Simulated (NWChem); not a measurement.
A series in which one site is exchanged, each optimised at PBE0/def2-SVP with NWChem, gas phase unless a solvent is named. For some, no frequency run checked for a minimum. def2 effective core potentials on I; no spin-orbit coupling.

A: Cl[SiH2]F (SiH2ClF; site = Cl)
B: F[SiH2]F (SiH2F2; site = F)
C: F[SiH3] (SiH3F; site = H)
D: F[SiH2]I (SiH$_{2}$IF; site = I)

```csv
quantity,A,B,C,D
"dipole (D), PBE0/def2-SVP",1.50,1.62,1.42,1.42
"orbital gap (eV), PBE0/def2-SVP",9.63,10.67,10.08,___
"static polarisability, PBE/def2-SVPD (bohr³)",41.7,27.8,29.9,___
"lowest singlet excitation, PBE/def2-SVPD, TDA (eV)",7.07,7.92,7.46,___
```

Task: Some entries are withheld; supply them.

Result: 
- orbital gap (eV), PBE0/def2-SVP, D: 7.48
- static polarisability, PBE/def2-SVPD (bohr³), D: 64.1
- lowest singlet excitation, PBE/def2-SVPD, TDA (eV), D: 5.42
